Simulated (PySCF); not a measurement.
## Excitation energies in several basis sets

Selenophene, C4H4Se.
SMILES: `c1cc[se]c1`

TDDFT with PBE0 (PySCF), vertical singlets, core orbitals frozen in the response, spherical d and f functions. Isolated species at its PBE0-D3(BJ)/def2-SVP geometry, gas phase. The PBE0/6-31G* calculation is non-relativistic and has no spin–orbit coupling, an omission that weighs most on selenium.

Problem. How do the low singlets change with the basis? Take 6-31G*, def2-SVP, def2-SVPD, aug-cc-pVDZ, def2-TZVP and def2-TZVPD.

Solution. 

| basis | functions | diffuse | S1 (eV) | S2 (eV) | S3 (eV) | S4 (eV) | S5 (eV) | LUMO (eV) | α (au) |
| --- | --- | --- | --- | --- | --- | --- | --- | --- | --- |
| 6-31G* | 96 | no | 5.65 | 5.65 | 5.69 | 5.80 | 7.45 | -0.21 | 56.0 |
| def2-SVP | 108 | no | 5.62 | 5.75 | 5.84 | 5.93 | 7.35 | -0.47 | 57.5 |
| def2-SVPD | 153 | yes | 5.48 | 5.49 | 5.59 | 5.61 | 6.62 | -0.66 | 69.0 |
| aug-cc-pVDZ | 164 | yes | 5.45 | 5.50 | 5.55 | 5.56 | 5.91 | -0.65 | 70.5 |
| def2-TZVP | 196 | no | 5.49 | 5.58 | 5.63 | 5.70 | 7.19 | -0.60 | 66.0 |
| def2-TZVPD | 241 | yes | 5.45 | 5.48 | 5.54 | 5.55 | 6.23 | -0.66 | 70.7 |

States are compared by their number. Against the largest diffuse basis here (def2-TZVPD, itself not a converged limit), sets without diffuse functions differ by up to 0.20 eV in S1 and 1.22 eV in S5; the smaller diffuse sets differ by up to 0.03 and 0.39 eV. S1 is led by HOMO→LUMO+1 (96%) in 6-31G* and by HOMO-1→LUMO (90%) in def2-TZVPD. State by state, the largest deviation of a set without diffuse functions is S1 0.20, S2 0.27, S3 0.30, S4 0.38, S5 1.22 eV. The same number needn't mean the same state in each row. Against def2-TZVPD the polarisability deviates by -21% in 6-31G*, -19% in def2-SVP, -2% in def2-SVPD, 0% in aug-cc-pVDZ, -7% in def2-TZVP.
